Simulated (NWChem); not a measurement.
A series in which one site is exchanged, each optimised at PBE0/def2-SVP with NWChem, gas phase unless a solvent is named. For some, no frequency run checked for a minimum. def2 effective core potentials on I; no spin-orbit coupling.

A: [GeH3][Se]I (GeH₃SeI; site = Se)
B: [GeH3][Be][I] (BeGeH3I; site = Be)
C: [GeH3][Mg][I] (MgGeH$_{3}$I; site = Mg)
D: [GeH3][Zn][I] (ZnGeH$_{3}$I; site = Zn)

Values for A:

| Item | Value |
|---|---|
| dipole (D), PBE0/def2-SVP | 1.59 |
| orbital gap (eV), PBE0/def2-SVP | 3.82 |
| static polarisability, PBE/def2-SVPD (bohr³) | 101.3 |
| lowest singlet excitation, PBE/def2-SVPD, TDA (eV) | 2.20 |

Question: How do these values change for the other members?

Answer: 
```
change from A                                           B      C      D
--------------------------------------------------  -----  -----  -----
dipole (D), PBE0/def2-SVP                           -1.34  -0.49  +0.15
orbital gap (eV), PBE0/def2-SVP                     +2.88  +2.22  +2.73
static polarisability, PBE/def2-SVPD (bohr³)         -8.2  +11.6   +6.4
lowest singlet excitation, PBE/def2-SVPD, TDA (eV)  +2.64  +2.20  +2.51
```
